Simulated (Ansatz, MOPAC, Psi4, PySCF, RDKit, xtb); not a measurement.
Noncovalent pair: CH2O (SMILES C=O) (first 4 atoms) with CH6Si (SMILES C[SiH3]); geometry from B3LYP-D3(BJ)/def2-TZVP, rigid monomers moved along the line of their centres of mass till O2···Si6 is 3.00 Å.
(charge 0, multiplicity 1):
```xyz
12

C      0.1719     0.2339    -0.2802
O     -0.8160    -0.0347     0.3457
H      1.1505     0.3876     0.2113
H      0.1531     0.3413    -1.3812
C     -1.4258    -0.4928     3.3913
Si     0.3639    -0.0251     3.1037
H     -1.4994    -1.4744     3.8633
H     -1.9606    -0.5230     2.4422
H     -1.9163     0.2320     4.0438
H      1.1019     0.0200     4.3927
H      0.4848     1.3127     2.4742
H      1.0520    -1.0090     2.2320
```

```
level                              interaction energy (meV)  cost
---------------------------------  ------------------------  ----
MMFF94                                                221.5     -
GFN-FF                                                  0.7     -
AM1                                                   217.9     -
PM3                                                   170.0     -
PM6                                                    38.4     -
PM7                                                   118.8     -
GFN1-xTB                                             -256.7     -
GFN2-xTB                                              -54.2     -
HF/STO-3G (no counterpoise)                            81.9     -
HF/3-21G (no counterpoise)                           -132.7     -
HF/6-31G*                                              95.4     -
HF/6-31G* (no counterpoise)                            34.7     -
HF/aug-cc-pV(D+d)Z                                     94.1     -
PBE/def2-TZVPPD                                        -1.8    ×1
PBE-D3(BJ)/def2-TZVPPD                                -72.4    ×1
PBE-D4/def2-TZVPPD                                    -70.3    ×1
BP86/6-31G* (no counterpoise)                           2.2     -
r2SCAN/def2-TZVPPD                                    -54.2    ×2
r2SCAN-D3(BJ)/def2-TZVPPD                             -79.3    ×2
r2SCAN-D4/def2-TZVPPD                                 -75.4    ×2
B3LYP/3-21G (no counterpoise)                        -211.9     -
B3LYP/6-31G*                                           71.0     -
B3LYP/6-31G* (no counterpoise)                        -21.3     -
B3LYP/6-311+G** (no counterpoise)                      43.8     -
B3LYP/def2-TZVPPD                                      48.3    ×1
B3LYP-D3(BJ)/def2-TZVPPD                              -70.5    ×1
B3LYP-D4/def2-TZVPPD                                  -58.5    ×1
PBE0/def2-TZVPPD                                       -9.6    ×1
PBE0-D3(BJ)/def2-TZVPPD                               -75.2    ×1
PBE0-D4/def2-TZVPPD                                   -70.6    ×1
M06-2X/6-31G* (no counterpoise)                      -174.0     -
wB97X-V/def2-TZVPPD                                   -74.3    ×3
wB97M-V/def2-TZVPPD                                   -88.8    ×3
MP2/6-31G*                                             45.9     -
MP2/6-31G* (no counterpoise)                          -74.5     -
MP2/aug-cc-pV(D+d)Z                                   -45.5     -
SCS-MP2/aug-cc-pV(D+d)Z                                -8.4     -
CCSD/aug-cc-pV(D+d)Z                                  -20.8     -
CCSD(T)/aug-cc-pV(D+d)Z                               -41.1   ×10
SAPT0/jun-cc-pV(D+d)Z                                 -41.6     -
```

The rows run from -256.7 (GFN1-xTB) to 221.5 meV (MMFF94). In aug-cc-pV(D+d)Z the value moves HF 94.1, MP2 -45.5, CCSD -20.8, CCSD(T) -41.1, a shift of -135.2 from HF to CCSD(T). The dispersion term adds -70.6 in PBE-D3(BJ), -68.5 in PBE-D4, -25.1 in r2SCAN-D3(BJ). The 6 functionals in def2-TZVPPD without D3 or D4 span 137.1, from wB97M-V to B3LYP.

Counterpoise-corrected where a basis set is named; no monomer relaxation. Rows marked so take none.

Frozen-core correlation. Rows in 3-21G, 6-311+G**, 6-31G*, STO-3G carry no dispersion term and start afresh at each structure (6-31G* with six Cartesian d functions). MP2/6-31G* freezes PySCF's default core. The state reached by AM1, PM3, PM6, PM7 isn't checked; PM7 holds dispersion and hydrogen-bond terms.

Run with Ansatz (a first-principles code); MOPAC for AM1, PM3, PM6, PM7 (differences of heats of formation); Psi4 for SAPT; PySCF for 3-21G rows, 6-311+G** rows, 6-31G* rows, STO-3G rows, the dispersion terms; RDKit for the force fields; xtb for the GFN methods. Each number belongs to the level named beside it.

Costs are rough ratios of core time to PBE/def2-TZVPPD (about 10 s over the structures, on one shared machine); a dash marks a level with no comparable run of its own.
